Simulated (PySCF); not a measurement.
## Assignment exercise: C$_{4}$H$_{11}$FOSi

Atom-mapped SMILES (the numbers label the heavy atoms): `[CH3:1][O:2][SiH2:3][C:4]([CH3:5])([CH3:6])[F:7]`; H(Xn) means a hydrogen on atom n.

- structure optimised with GFN2-xTB
- NMR shieldings at PBE0/pcSseg-1/GIAO
- code: PySCF
- single conformer, one averaged value for each set of equivalent atoms, no solvent, non-relativistic

Chemical shifts δ = σref − σ; 13C, 1H vs TMS, all at this level.

(1) Assign these signals to the numbered atoms. 13C{1H} NMR (computed): δ 93.3, 54.4, 26.0.

(2) Assign these signals to the numbered atoms. 1H NMR (300 MHz, computed): δ 4.72 (m, 2H), 3.88 (s, 3H), 1.39 (m, 6H).

Answers

(1) 
| δ (ppm) | atoms | environment | reason |
| --- | --- | --- | --- |
| 93.3 | C4 | fully substituted sp3 carbon bonded to F and Si | pulled downfield by the heteroatom |
| 54.4 | C1 | methyl carbon bonded to O | the inductive effect lowers its shielding |
| 26.0 | C5/C6 | methyl carbon | a saturated carbon with 1 carbon neighbour and no heteroatom attached |

(2) 
4.72 → H(Si3), hydrogen on a silicon bonded to C, O
3.88 → H(C1), hydrogen on a methyl carbon bonded to O: its carbon carries O, hence the downfield position
1.39 → H(C5)/H(C6), hydrogen on a methyl carbon

Splittings by 19F in the carbon and heteronuclear signals aren't shown, as no couplings were computed. Shifts are as computed. Against solution values, carbons near 30 ppm lie about +3 ppm off and those near 130 ppm about +5 ppm. Of 1211 compounds with measured shifts, 218 miss one by over three times the rms of a fit or turn the order of signals round; such compounds aren't used in these exercises. No couplings were computed; multiplicities are counted from neighbouring protons, with m where these are inequivalent, close in shift, in a saturated or five-membered ring or joined by F or P, and br s for small geminal =CH2 splittings.
